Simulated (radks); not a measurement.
Results of a calculation; reference values are marked as such.
Initial-state core-level shifts of neutral magnesium when its valence configuration changes from [Ne] 3s2. Code: a radial shooting solver on a logarithmic mesh with Libxc functionals. Model: Dirac Kohn-Sham, LDA (Slater exchange, Perdew-Wang correlation), spin-unpolarised, spherical densities, finite nucleus; open shells fill j = l - 1/2 first; Fermi nuclear charge, rms radius 3.057 fm. Shifts are changes of the shell-averaged eigenvalues in eV (positive: less bound); the change of the density at the nucleus, which sets a Mossbauer isomer shift, is in e/bohr^3, on a base of 1149.

| valence | 1s | 2s | 2p | density at nucleus |
|---|---|---|---|---|
| 3s1 3p1 | -2.089 | -2.057 | -2.041 | -1.5210 |
| 3p2 | -3.931 | -3.878 | -3.842 | -3.3754 |
| 3s0.5 3p1.5 | -3.034 | -2.990 | -2.964 | -2.4110 |
| 3s1.5 3p0.5 | -1.083 | -1.065 | -1.057 | -0.7154 |
